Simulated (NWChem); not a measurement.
**Basis-set dependence for CHCl**

```
C
H 1 1.1206
Cl 1 1.6933 2 101.82
```
Charge 0, spin multiplicity 1.

All runs are NWChem calculations. The geometry was optimised at PBE0/def2-SVP, a minimum by its harmonic frequencies.

Hartree-Fock energies in Ha, correlation energies in mHa.

The correlated methods keep 6 core orbitals frozen. The Pople sets run with spherical d functions. The structure started from a generated list of species. Coupled-cluster values serve here as a point of comparison, not as the truth.

| basis | functions | RHF | MP2 | SCS-MP2 | CCSD | CCSD+T(CCSD) | CCSD(T) | CR-CCSD[T] | CR-CCSD(T) |
|---|---|---|---|---|---|---|---|---|---|
| def2-SVP | 37 | -497.63831 | -245.2 | -243.6 | -275.9 | -285.5 | -284.7 | -283.8 | -283.1 |
| 6-311G** | 50 | -497.83305 | -256.2 | -254.9 | -287.0 | -298.0 | -297.2 | -296.0 | -295.3 |
| def2-TZVP | 74 | -497.84680 | -320.5 | -320.1 | -354.0 | -371.5 | -370.6 | -367.8 | -367.2 |
| def2-QZVP | 157 | -497.86175 | -355.9 | -358.8 | not run | not run | not run | not run | not run |

From def2-TZVP to def2-QZVP the Hartree-Fock energy moves by -15.0 mHa and the MP2 correlation energy by -35.4 mHa, which is 10 % of its value in the larger set.
